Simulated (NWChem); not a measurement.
System: C$_{3}$H$_{7}$O, doublet; SMILES C[CH]CO

NWChem input:

```
start job
memory heap 200 mb stack 900 mb global 1100 mb
geometry units angstroms noautosym nocenter noautoz
  C     -0.040817    -1.902668    -0.122374
  C      0.452231    -0.518701     0.081870
  C     -0.464627     0.649791     0.140320
  O      0.180358     1.876808    -0.079173
  H     -0.867642    -1.939649    -0.851718
  H      0.756673    -2.575234    -0.474212
  H     -0.433006    -2.349335     0.815008
  H      1.462426    -0.359389     0.477455
  H     -1.314467     0.490701    -0.560400
  H     -0.929125     0.731283     1.145376
  H      0.660509     1.799025    -0.910710
end
basis spherical
  * library iglo-ii
end
dft
  odft
  mult 2
  xc xctpssh
  iterations 150
end
property
  hyperfine
end
task dft property
```

Geometry: optimised at PBE0/def2-SVP, spin-unrestricted. No stability test was run on the SCF state.

Fermi-contact couplings, non-relativistic, static geometry.

Atoms are numbered as in the input.

Question: Predict the main results of this run. (TPSSh/IGLO-II, spin-unrestricted, contact and dipolar terms.) Quantities: A(iso) 13C atom 2 (MHz); A(iso) 13C atom 3 (MHz); A(iso) 1H atom 7 (MHz); A(iso) 1H atom 8 (MHz); A(iso) 1H atom 9 (MHz); A(iso) 1H atom 10 (MHz); <S²>.

Answer: 
| Quantity | Result |
|---|---|
| A(iso) 13C atom 2 (MHz) | 114 |
| A(iso) 13C atom 3 (MHz) | -40.8 |
| A(iso) 1H atom 7 (MHz) | 146 |
| A(iso) 1H atom 8 (MHz) | -55.7 |
| A(iso) 1H atom 9 (MHz) | 44.2 |
| A(iso) 1H atom 10 (MHz) | 124 |
| <S²> | 0.755 |
